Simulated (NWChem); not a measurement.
Program: NWChem. System: C$_{3}$H$_{5}$, charge 0, spin multiplicity 2, at a geometry optimised with UPBE/def2-SVP. The structure started from a generated list of species. Its SCF solution wasn't tested for a lower state. Level: UCAM-B3LYP/6-311G** (spherical d).

Part of the output:

```
             Northwest Computational Chemistry Package (NWChem) 7.3.0
             --------------------------------------------------------

                                NWChem Input Module
                                -------------------

 Scaling coordinates for geometry "geometry" by  1.889725989
 (inverse scale =  0.529177249)

 Turning off AUTOSYM since
 SYMMETRY directive was detected!

                             Geometry "geometry" -> ""
                             -------------------------

 Output coordinates in angstroms (scale by  1.889725989 to convert to a.u.)

  No.       Tag          Charge          X              Y              Z
 ---- ---------------- ---------- -------------- -------------- --------------
    1 C                    6.0000     0.04852000    -1.35999500     0.00000000
    2 C                    6.0000     0.37908200    -0.08018700     0.00000000
    3 C                    6.0000    -0.20706700     1.26330300     0.00000000
    4 H                    1.0000     0.80200000    -2.16809300     0.00000000
    5 H                    1.0000    -1.01517800    -1.68788700     0.00000000
    6 H                    1.0000    -1.32440800     1.22587700     0.00000000
    7 H                    1.0000     0.10718800     1.84568600     0.89265900
    8 H                    1.0000     0.10718800     1.84568600    -0.89265900

 Effective nuclear repulsion energy (a.u.)      63.2751965564

            Nuclear Dipole moment (a.u.)
            ----------------------------
        X                 Y               Z
 ---------------- ---------------- ----------------
     0.0000000000    -0.0000094486     0.0000000000

      Symmetry information
      --------------------

 Group name             Cs
 Group number              2
 Group order               2
 No. of unique centers     7

      Symmetry unique atoms

     1    2    3    4    5    6    7


 Summary of "ao basis" -> "" (spherical)
 ------------------------------------------------------------------------------
       Tag                 Description            Shells   Functions and Types
 ---------------- ------------------------------  ------  ---------------------
 *                          6-311g**                  on all atoms

                                 NWChem DFT Module
                                 -----------------

 Summary of "ao basis" -> "ao basis" (spherical)
 ------------------------------------------------------------------------------
       Tag                 Description            Shells   Functions and Types
 ---------------- ------------------------------  ------  ---------------------
 C                          6-311g**                 8       18   4s3p1d
 H                          6-311g**                 4        6   3s1p

 Summary of "ao basis" -> "ao basis" (spherical)
 ------------------------------------------------------------------------------
       Tag                 Description            Shells   Functions and Types
 ---------------- ------------------------------  ------  ---------------------
 C                          6-311g**                 8       18   4s3p1d
 H                          6-311g**                 4        6   3s1p

      Symmetry analysis of basis
      --------------------------

        a'         60
        a"         24

  int_init: cando_txs set to always be  F

            General Information
            -------------------
          SCF calculation type: DFT
          Wavefunction type:  spin polarized.
          No. of atoms     :     8
          No. of electrons :    23
           Alpha electrons :    12
            Beta electrons :    11
          Charge           :     0
          Spin multiplicity:     2
          Use of symmetry is: on ; symmetry adaption is: on
          Maximum number of iterations: 100
          This is a Direct SCF calculation.
          AO basis - number of functions:    84
                     number of shells:    44
          Convergence on energy requested:  1.00D-06
          Convergence on density requested:  1.00D-05
          Convergence on gradient requested:  5.00D-04

              XC Information
              --------------
                     Hartree-Fock (Exact) Exchange  1.000
[...]
    75      0.607834  7 H  s                 81      0.607834  8 H  s
    12     -0.539153  1 C  py                48     -0.249110  3 C  py
    11     -0.175374  1 C  px                28      0.173078  2 C  s

                     DFT Final Beta Molecular Orbital Analysis
                     -----------------------------------------

 Vector    9  Occ=1.000000D+00  E=-4.889032D-01  Symmetry=a"
              MO Center= -3.6D-02,  1.3D+00, -9.8D-15, r^2= 1.5D+00
   Bfn.  Coefficient  Atom+Function         Bfn.  Coefficient  Atom+Function
  ----- ------------  ---------------      ----- ------------  ---------------
    45      0.290243  3 C  pz                49      0.200139  3 C  pz
    41      0.198827  3 C  pz                74      0.183020  7 H  s
    80     -0.183020  8 H  s                 73      0.134101  7 H  s
    79     -0.134101  8 H  s                 27      0.100239  2 C  pz
    75      0.088202  7 H  s                 81     -0.088202  8 H  s

 Vector   10  Occ=1.000000D+00  E=-4.525302D-01  Symmetry=a'
              MO Center= -4.0D-02, -1.3D-01, -1.4D-15, r^2= 3.5D+00
   Bfn.  Coefficient  Atom+Function         Bfn.  Coefficient  Atom+Function
  ----- ------------  ---------------      ----- ------------  ---------------
    44      0.179542  3 C  py                56     -0.171398  4 H  s
     7     -0.159688  1 C  px                 8      0.141714  1 C  py
    43      0.128981  3 C  px                48      0.127069  3 C  py
    40      0.124366  3 C  py                55     -0.121633  4 H  s
    68     -0.120308  6 H  s                 26     -0.113455  2 C  py

 Vector   11  Occ=1.000000D+00  E=-3.177723D-01  Symmetry=a"
              MO Center=  1.5D-01, -6.8D-01,  1.2D-15, r^2= 1.9D+00
   Bfn.  Coefficient  Atom+Function         Bfn.  Coefficient  Atom+Function
  ----- ------------  ---------------      ----- ------------  ---------------
    13      0.311014  1 C  pz                 9      0.296324  1 C  pz
    27      0.231607  2 C  pz                31      0.212602  2 C  pz
     5      0.201966  1 C  pz                23      0.158682  2 C  pz
    74     -0.094270  7 H  s                 80      0.094270  8 H  s
    45     -0.073607  3 C  pz                75     -0.066640  7 H  s

 Vector   12  Occ=0.000000D+00  E=-1.032047D-02  Symmetry=a'
              MO Center=  3.4D-01, -1.2D-01, -6.1D-16, r^2= 2.5D+00
   Bfn.  Coefficient  Atom+Function         Bfn.  Coefficient  Atom+Function
  ----- ------------  ---------------      ----- ------------  ---------------
    29      0.541060  2 C  px                63      0.361758  5 H  s
    69      0.334231  6 H  s                 25      0.282476  2 C  px
    46     -0.233107  3 C  s                 21      0.222820  2 C  px
    28      0.162297  2 C  s                 30      0.139289  2 C  py
    56     -0.127527  4 H  s                 68      0.123160  6 H  s

 Vector   13  Occ=0.000000D+00  E= 7.720440D-02  Symmetry=a"
              MO Center=  1.9D-01, -2.8D-01,  1.3D-14, r^2= 3.1D+00
   Bfn.  Coefficient  Atom+Function         Bfn.  Coefficient  Atom+Function
  ----- ------------  ---------------      ----- ------------  ---------------
    31     -0.659804  2 C  pz                13      0.632969  1 C  pz
    75      0.456837  7 H  s                 81     -0.456837  8 H  s
    27     -0.280317  2 C  pz                 9      0.219121  1 C  pz
    23     -0.205976  2 C  pz                49     -0.178869  3 C  pz
     5      0.171117  1 C  pz                74      0.118245  7 H  s

 Vector   14  Occ=0.000000D+00  E= 9.223666D-02  Symmetry=a'
              MO Center= -2.3D-01,  1.0D+00, -3.3D-15, r^2= 6.8D+00
   Bfn.  Coefficient  Atom+Function         Bfn.  Coefficient  Atom+Function
  ----- ------------  ---------------      ----- ------------  ---------------
    46      1.486523  3 C  s                 75     -0.880825  7 H  s
    81     -0.880825  8 H  s                 69     -0.665619  6 H  s
    57     -0.603787  4 H  s                 10      0.553972  1 C  s
    48      0.434840  3 C  py                63     -0.387873  5 H  s
    28      0.336834  2 C  s                 12     -0.297060  1 C  py

   alpha - beta orbital overlaps
   -----------------------------

   alpha      1      2      3      4      5      6      7      8      9     10
    beta      2      1      3      4      5      6      7      8      9     10
 overlap   0.998  0.999  0.999  0.997  0.999  0.988  0.956  0.976  0.999  0.998

   alpha     11     12     13     14     15     16     17     18     19     20
    beta     11     12     13     14     15     16     17     18     19     20
 overlap   0.995  0.967  0.994  0.993  0.998  0.992  0.998  0.998  0.998  0.995

   alpha     21     22     23     24     25     26     27     28     29     30
    beta     21     22     23     24     25     27     26     29     28     30
 overlap   0.999  0.993  0.998  0.993  0.996  0.943  0.994  0.995  0.953  0.975

   alpha     31     32     33     34     35     36     37     38     39     40
    beta     31     32     33     34     35     36     37     38     39     40
 overlap   0.998  0.988  0.992  0.993  0.995  0.995  0.994  1.000  0.999  0.997

   alpha     41     42     43     44     45     46     47     48     49     50
    beta     41     42     43     44     45     46     47     48     49     50
 overlap   0.987  0.986  0.987  0.992  1.000  0.999  0.997  0.990  0.940  0.949

   alpha     51     52     53     54     55     56     57     58     59     60
    beta     51     52     53     54     55     56     58     57     59     60
 overlap   0.999  0.998  1.000  0.998  0.995  0.998  0.995  0.998  0.998  0.998

   alpha     61     62     63     64     65     66     67     68     69     70
    beta     61     62     63     64     65     66     67     68     69     70
 overlap   0.999  0.999  1.000  0.999  1.000  0.999  1.000  0.998  0.976  0.974

   alpha     71     72     73     74     75     76     77     78     79     80
    beta     72     71     73     74     75     76     77     78     79     80
 overlap   0.985  0.998  0.997  0.998  0.997  1.000  1.000  1.000  1.000  1.000

   alpha     81     82     83     84
    beta     81     82     83     84
 overlap   1.000  1.000  1.000  1.000

     --------------------------
     Expectation value of S2:
     --------------------------
      <S2> =      0.7623 (Exact =     0.7500)

 center of mass
 --------------
 x =   0.06045299 y =  -0.04848625 z =   0.00000000

 moments of inertia (a.u.)
 ------------------
         210.664828602230          19.730093928480           0.000000000000
          19.730093928480          26.101585147932           0.000000000000
           0.000000000000           0.000000000000         225.295078661709

     Multipole analysis of the density
     ---------------------------------

     L   x y z        total         alpha         beta         nuclear
     -   - - -        -----         -----         ----         -------
     0   0 0 0     -0.000000    -12.000000    -11.000000     23.000000

     1   1 0 0     -0.260249     -0.601363      0.341115      0.000000
     1   0 1 0      0.246556      0.106008      0.140557     -0.000009
     1   0 0 1     -0.000000      0.000000     -0.000000      0.000000

     2   2 0 0    -14.634715    -17.531130    -13.474880     16.371294
     2   1 1 0     -0.055693      6.119735      5.969877    -12.145304
     2   1 0 1      0.000000     -0.000000      0.000000      0.000000
     2   0 2 0    -12.922381    -72.741367    -70.800486    130.619472
     2   0 1 1      0.000000      0.000000      0.000000      0.000000
     2   0 0 2    -15.650299    -11.017705    -10.323729      5.691134

 Task  times  cpu:       20.9s     wall:       20.9s

 Total times  cpu:       20.9s     wall:       20.9s
```

**Question.** Write an NWChem input that would produce this output.

**Answer.** This is not unique; one that fits is 
```
start mol
memory heap 200 mb stack 900 mb global 1100 mb
geometry units angstroms nocenter noautoz
  C      0.048520    -1.359995     0.000000
  C      0.379082    -0.080187     0.000000
  C     -0.207067     1.263303     0.000000
  H      0.802000    -2.168093     0.000000
  H     -1.015178    -1.687887     0.000000
  H     -1.324408     1.225877     0.000000
  H      0.107188     1.845686     0.892659
  H      0.107188     1.845686    -0.892659
  symmetry group Cs
end
basis spherical
  * library 6-311g**
end
dft
  xc xcamb88 1.00 lyp 0.81 vwn_5 0.19 hfexch 1.00
  cam 0.33 cam_alpha 0.19 cam_beta 0.46
  odft
  mult 2
  direct
  iterations 100
end
task dft energy
```
